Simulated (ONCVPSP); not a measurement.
**indium, ONCV: configuration errors across variants**

indium, optimised norm-conserving Vanderbilt (ONCV), made with ONCVPSP 4.0.1 (PBEsol, fully relativistic). Core [Kr] 4d10, reference 5s1.5 5p1.5. Waves: 5s: rc 2.10 bohr, ncon 4, nbas 9, qcut 3.3 1/bohr, 3 projectors, debl 3.2 Ha; 5p: rc 2.10 bohr, ncon 5, nbas 9, qcut 4.5 1/bohr, local; d scattering state at 0.37 Ha: rc 2.65 bohr, ncon 4, nbas 8, qcut 3 1/bohr, 2 projectors, debl 1.4 Ha. Local part: the p channel. Core correction: none.

Open shells are filled in proportion to 2j + 1.

All-electron excitation energies from the reference (eV): (1) 5s2 5p1 -2.898; (2) 5s2 5p0 2.474; (3) 5s1 5p0 21.753; (4) 5s2 5p0.5 -0.952.

2 further variants failed, have other tests or too few solved ones, and are left out.

A true bound ghost makes a file unfit for plane-wave use even where its test errors are small: the radial tests pick states by their node count and pass the ghost by.

Errors AE − PS in meV (a dash: test not solved or not reliable):

| change | (1) | (2) | (3) | (4) | bound ghosts | GHOST(+) flags above zero |
| --- | --- | --- | --- | --- | --- | --- |
| base | +9.2 | +29 | +48 | +18 | d5/2, d3/2 | s, d5/2, d3/2 |
| s: debl 0.7 | +9.2 | +29 | +48 | +18 | s, d5/2, d3/2 | s, d5/2, d3/2 |
| core correction Teter function fitted to the true core (icmod 2), fcfact 0.3 | +1.7 | +22 | -124 | +14 | d5/2, d3/2 | s, d5/2, d3/2 |

(1) Give the same row for: p: nproj 1; local potential polynomial inside 1.60 bohr (lpopt 5, dvloc0 0 Ha).

Results:

(1) +4.2, +10, +23, +6.7; bound ghosts: none; GHOST(+) flags above zero: s, p3/2, d5/2, p1/2, d3/2.
